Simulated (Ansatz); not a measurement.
Mulliken charges of CH₃AlINO (`[I][Al]1[NH]C[O]1`) from B3LYP/def2-TZVPP in Ansatz (PBE0-D4/def2-TZVP geometry).

| atom | x (Å) | y (Å) | z (Å) | charge (e) |
| --- | --- | --- | --- | --- |
| I1 | -2.909 | 2.234 | -0.056 | -0.138 |
| Al2 | -0.978 | 0.751 | -0.120 | 0.472 |
| N3 | 0.156 | -0.111 | 0.896 | -0.368 |
| C4 | 0.779 | -0.599 | -0.339 | 0.190 |
| O5 | -0.023 | 0.007 | -1.350 | -0.444 |
| H6 | 0.515 | -0.377 | 1.793 | 0.119 |
| H7 | 0.730 | -1.692 | -0.433 | 0.085 |
| H8 | 1.821 | -0.270 | -0.446 | 0.085 |

Task: By hand: the dipole of these point charges (1 e Å = 4.8032 D).

Result: Σ q r = (0.319, -0.242, 0.295) e Å, of length 0.497 e Å = 2.39 D.

Task: How does the dipole of the full density compare? (An estimate is asked.)

Result: Ansatz gave: (0.034, -0.022, 0.386) e Å, 1.86 D; the point charges give 1.28 times that, at 48° from its direction.

Point charges leave out the atoms' own dipoles, such as those of lone pairs, and Mulliken's split depends on the basis, so the two needn't agree.

B3LYP here is the variant with VWN-RPA as its local correlation; programs differ in this.
